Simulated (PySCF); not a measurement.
**Static response to an electric field**

Species: C₆H₉BN₂.
Numbering: `[CH3:1][C:2]#[N+:3][BH2-:4][n:5]1[cH:6][cH:7][cH:8][cH:9]1` (hydrogens: H10, H11, H12 on C1; H13, H14 on B4; H15 on C6; H16 on C7; H17 on C8; H18 on C9)

Geometry (PBE0-D3(BJ)/def2-SVP, Å), atoms numbered from 1 in this order:
```xyz
18
C6H9BN2 angstrom
C     -3.1929    0.5670   -1.3692
C     -2.1862   -0.1962   -0.6667
N     -1.3763   -0.7939   -0.1125
B     -0.1840   -1.5454    0.6099
N      1.0698   -0.7771    0.2645
C      1.5453    0.3226    0.9299
C      2.6137    0.8501    0.2347
C      2.7978    0.0315   -0.9148
C      1.8319   -0.9520   -0.8613
H     -4.0036    0.8442   -0.6803
H     -2.7369    1.4818   -1.7752
H     -3.6064   -0.0268   -2.1971
H     -0.2095   -2.6727    0.1433
H     -0.4713   -1.5023    1.7949
H      1.0882    0.6383    1.8662
H      3.2095    1.7128    0.5291
H      3.5640    0.1385   -1.6813
H      1.6324   -1.7824   -1.5364
```

Level: PBE0/def2-SVPD (PySCF), static field, nuclei fixed, core orbitals frozen in the response. The polarisability tensor in these axes (au):

```
x   120.82   1.68   3.40
y     1.68  92.72  -0.31
z     3.40  -0.31  92.67
```

Question: Give the principal values, the mean and the anisotropy Δα = √{½[(α1 − α2)² + (α2 − α3)² + (α1 − α3)²]}.

Answer: Principal values 91.91, 92.98 and 121.32 au; mean 102.07 au = 15.12 Å³ = 16.83 × 10⁻⁴⁰ C²·m²/J; Δα = 28.89 au (28 % of the mean).

Question: What is the dipole moment, and where does it point?

Answer: (-7.51, 2.54, -3.00) D, 8.48 D in size, pointing from the negative to the positive side. Measured along this direction, the outermost atoms are H17 and H16 at the negative end and H10 and H12 at the positive end.

Question: What depolarisation ratio follows for Rayleigh scattering of linearly polarised light, taking the static tensor?

Answer: ρ = 3Δα²/(45ᾱ² + 4Δα²) = 2503.2/(468807 + 3337.7) = 0.0053.

Question: Sum over states: ᾱ = Σ f/ω², ω in Eh. What share falls to these 10 lowest TDDFT singlets (eV, f)? 3.59, 0.0004; 3.72, 0.0053; 4.39, 0.0406; 4.41, 0.0017; 4.47, 0.0001; 5.22, 0.0017; 5.76, 0.0007; 5.83, 0.0007; 6.13, 0.0760; 6.22, 0.0124.

Answer: They add up to 3.75 au, 3.7 % of the 102.07 au; the largest single term is 1.56 au, from the state at 4.39 eV. Terms in order: 0.03, 0.29, 1.56, 0.06, 0.00, 0.05, 0.02, 0.02, 1.50, 0.24 au. Higher excitations give the rest. The strengths listed sum to 0.140.

Question: Find the Langevin capture rate constant for O2+ (31.990 u) meeting this molecule (120.086 u), k = 2.342 × 10⁻⁹ cm³/s × √(α in Å³ / reduced mass in u).

Answer: The reduced mass is 25.26 u, so k = 1.81 × 10⁻⁹ cm³/s. The formula leaves out the permanent dipole, which adds to the capture rate.

Question: What are the principal values of the traceless quadrupole moment, Θ = ½Σq(3rr − r²1), about the centre of nuclear charge?

Answer: -15.96, -5.22, 21.18 D·Å. The values depend on the origin, since the dipole doesn't vanish. The electronic extent ⟨r²⟩ about the same centre is 1502 bohr², a root-mean-square distance of 2.56 Å for the 64 electrons.

The structure is a single PBE0-D3(BJ)/def2-SVP conformer in the gas phase; no vibrational or solvent corrections.

These values come from a run that also computed excited states and ΔSCF ions. Hardware: Intel Xeon at 2.50 GHz, one thread, shared host with 64 logical CPUs at a one-minute load of 58. Cost: 4.6 min wall (with the writing of density and orbital grids), 1.0 GiB resident at most.
